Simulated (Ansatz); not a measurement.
```yaml
crystal:
  periodic: [false, false, false]
  atoms:
    - {symbol: C, position_ang: [0.023326, -2.099198, -0.013464]}
    - {symbol: C, position_ang: [1.025451, -1.025044, 0.408212]}
    - {symbol: Si, position_ang: [1.700286, -0.063012, -1.077651]}
    - {symbol: B, position_ang: [0.545328, 0.170237, 1.262784]}
    - {symbol: Si, position_ang: [-1.318875, 0.846924, 1.177535]}
    - {symbol: O, position_ang: [-1.550995, 2.113481, 2.230009]}
    - {symbol: Ga, position_ang: [-1.261237, 1.418628, -1.191390]}
    - {symbol: H, position_ang: [0.461148, -2.830426, -0.697311]}
    - {symbol: H, position_ang: [-0.349760, -2.638386, 0.860345]}
    - {symbol: H, position_ang: [-0.843479, -1.661987, -0.516407]}
    - {symbol: H, position_ang: [1.948974, -1.458624, 0.816974]}
    - {symbol: H, position_ang: [3.014277, 0.561326, -0.794807]}
    - {symbol: H, position_ang: [0.796557, 1.096908, -1.453030]}
    - {symbol: H, position_ang: [1.764809, -0.924506, -2.284020]}
    - {symbol: H, position_ang: [1.383917, 0.874395, 1.760693]}
    - {symbol: H, position_ang: [-2.371563, -0.196276, 1.379721]}
    - {symbol: H, position_ang: [-2.328071, 2.654913, 2.090135]}
    - {symbol: H, position_ang: [-1.056215, 2.884817, -1.726167]}
    - {symbol: H, position_ang: [-1.583878, 0.275830, -2.232173]}
basis:
  gaussian: {orbitals: def2-mTZVPP, final_grid: {core_spheres: 20, valence_spheres: 16, degree: 47}, point_charges: [{charge: 0.50, position_ang: [7.657, -0.689, 0.089]}]}
magnetization: {spin_polarized: true, initial_magnetization: 0}
hamiltonian: {xc: {name: RPBE}}
accuracy: high
output: {forces: true}
```

```sh
$ ansatz run in.yaml --threads 2 --pin off --events-out ev --progress --plain --max-ram 22528MiB --backend cpu
```

It prints (some lines left out):

```
Functional definition: RPBE
5004 factors; integrals over basis functions are off by at most 5.1e-8 eV
mean field evaluation 1: about -73105.2708 eV, gradient 6.9e1 eV
mean field evaluation 2: about -72968.7040 eV, gradient 1.6e2 eV
mean field evaluation 4: about -73122.3187 eV, gradient 1.7e1 eV
mean field evaluation 8: about -73124.6317 eV, gradient 3.9e-1 eV
mean field evaluation 16: about -73124.6239 eV, gradient 1.6e-4 eV
mean field -73124.62392123 eV, -2687.2803634549 hartree, gradient 4.1e-8 eV, S^2 0.000000; 0 other end points of the search recorded, 0 dependent functions left out
reference -73124.62392694 eV, -2687.2803636646 hartree; 48, 48 occupied and 183, 183 virtual orbitals, 5004 factors
Total energy: -73124.62392694 eV, -2687.2803636646 hartree
Atom 0 at     0.023326    -2.099198    -0.013464 Å, force    -0.107762    -0.208612    -0.087984 eV/Å
Atom 1 at     1.025451    -1.025044     0.408212 Å, force     0.109641    -0.079374     0.100167 eV/Å
Atom 2 at     1.700286    -0.063012    -1.077651 Å, force    -0.000443     0.131097    -0.238960 eV/Å
Atom 3 at     0.545328     0.170237     1.262784 Å, force    -0.090314     0.199644     0.198092 eV/Å
Atom 4 at    -1.318875     0.846924     1.177535 Å, force     0.007513    -0.512937    -0.257882 eV/Å
Atom 5 at    -1.550995     2.113481     2.230009 Å, force     0.365110     0.368438     0.665043 eV/Å
Atom 6 at    -1.261237     1.418628    -1.191390 Å, force    -0.164092     0.104446    -0.116359 eV/Å
Atom 7 at     0.461148    -2.830426    -0.697311 Å, force     0.095582    -0.228446    -0.180123 eV/Å
Atom 8 at    -0.349760    -2.638386     0.860345 Å, force    -0.102303    -0.150843     0.232607 eV/Å
Atom 9 at    -0.843479    -1.661987    -0.516407 Å, force    -0.205380     0.050502    -0.109670 eV/Å
Atom 10 at     1.948974    -1.458624     0.816974 Å, force     0.244185    -0.162361     0.156057 eV/Å
Atom 11 at     3.014277     0.561326    -0.794807 Å, force     0.243367     0.084541     0.027766 eV/Å
Atom 12 at     0.796557     1.096908    -1.453030 Å, force     0.032770     0.091611    -0.076315 eV/Å
Atom 13 at     1.764809    -0.924506    -2.284020 Å, force     0.070247    -0.101963    -0.187565 eV/Å
Atom 14 at     1.383917     0.874395     1.760693 Å, force     0.133028     0.119293     0.104859 eV/Å
Atom 15 at    -2.371563    -0.196276     1.379721 Å, force    -0.134724    -0.134092     0.003824 eV/Å
Atom 16 at    -2.328071     2.654913     2.090135 Å, force    -0.500417     0.371703    -0.059319 eV/Å
Atom 17 at    -1.056215     2.884817    -1.726167 Å, force     0.034028     0.160336    -0.054503 eV/Å
Atom 18 at    -1.583878     0.275830    -2.232173 Å, force    -0.035322    -0.110370    -0.121931 eV/Å
Dipole moment:    -0.074052    -0.242136    -0.069769 e Å
```

Run time 38 s (2 threads of an AMD EPYC 7R13 on a shared host); peak host memory 1.7 GiB.
